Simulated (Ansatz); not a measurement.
**A correction line for B2PLYP/def2-TZVPP: atomisation enthalpy at 298 K**

The atomisation enthalpy at 298 K in kJ/mol of 6 S-containing molecules: x at B2PLYP/def2-TZVPP, y from tabulated heats of molecules and atoms (CRC Handbook of Chemistry and Physics, NIST-JANAF tables). Shapes, held fixed at every level: PBE0-D4/def2-TZVP. Flexible molecules stand in one conformer, not always the lowest. Computed values hold a harmonic thermal term (PBE0-D4/def2-TZVP) and the atoms' spin-orbit lowering. Programs: Ansatz 0.2.0.

| molecule | x (kJ/mol) | y (kJ/mol) |
| --- | --- | --- |
| H2S2 (SMILES SS) | 949 | 974 |
| SO3 (sulfur trioxide) | 1381 | 1420 |
| SClO2F (sulfuryl chloride fluoride) | 1477 | 1533 |
| CHNS (isothiocyanic acid) | 1557 | 1557 |
| SO2F2 (sulfuryl fluoride) | 1642 | ? |
| SF6 (sulfur hexafluoride) | 1898 | 1974 |

Task: Fit y = c + s·x to the known rows and predict y for SO2F2.

Result: 
1. Means of the 5 rows: x = 1452.40, y = 1491.6.
2. Σ(Δx)² = 468615, Σ(Δx·Δy) = 488489, so the slope is 488489/468615 = 1.0424.
3. Intercept: 1491.6 − (1.0424) × 1452.40 = -22.4. The largest residual of the fit is 44.
4. SO2F2: -22.4 + 1.0424 × 1642 = 1689 kJ/mol.

The tabulated heats give 1693 kJ/mol, so the prediction is off by -4 kJ/mol, within the largest residual. The largest residual belongs to CHNS, which stands apart and tilts the line. Uncorrected, B2PLYP/def2-TZVPP misses it by -51 kJ/mol, and the other rows by 39 on average. The line removes about 90 % of this miss. Left out in turn, the other rows are missed by 31 kJ/mol on average, hardly better than no correction. The heats of SO2F2 come from older tables and can be uncertain by 10 kJ/mol or more. The tabulated value of SClO2F is in doubt (older tables, estimates, or at odds with other calculations) and kept here.
